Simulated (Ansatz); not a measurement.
The cluster Mg5Zn⁻. Charge -1, multiplicity 2. Geometry PBE/def2-SVPD; atoms count from 1.

```xyz
6

Mg   -1.0111    0.1397    1.0183
Mg    1.9284   -0.7987    1.5593
Mg   -0.0294   -2.6610    0.0134
Mg   -0.9445    2.0016   -1.5124
Mg    1.3781    2.0993    0.5567
Zn   -1.3213   -0.7810   -1.6352
```

The structure comes from a short search, and lower isomers may exist.

(1) Estimate the Mulliken populations from the PBE0/def2-TZVPD orbitals of Ansatz.

(2) Where does the spin sit?

(3) And the Mayer bond orders between bonded heavy atoms (over 0.3)?

## Answers

(1) 
```
atom  charge (e)  spin (α − β)  d electrons
 Mg1       -0.11          0.57            –
 Mg2       -0.16          0.10            –
 Mg3       -0.16          0.08            –
 Mg4       -0.17          0.08            –
 Mg5       -0.14          0.10            –
 Zn6       -0.25          0.08        10.01
```
Mulliken values and Mayer orders depend strongly on the basis. With diffuse functions, as here, like atoms can get unlike values, and bond orders can come out too low or too high.

(2) Summed by element: Mg 0.92, Zn 0.08, of 1 unpaired in all. Largest on single atoms: Mg1 0.57, Mg5 0.10, Mg2 0.10.

(3) Mg1–Zn6 0.56 (2.83 Å); Mg3–Zn6 0.65 (2.81 Å); Mg4–Zn6 0.66 (2.81 Å); Mg1–Mg2 0.47 (3.13 Å); Mg1–Mg3 0.52 (3.13 Å); Mg1–Mg4 0.53 (3.14 Å); Mg1–Mg5 0.46 (3.12 Å); Mg2–Mg3 0.62 (3.11 Å); Mg2–Mg5 0.71 (3.12 Å); Mg4–Mg5 0.61 (3.11 Å).
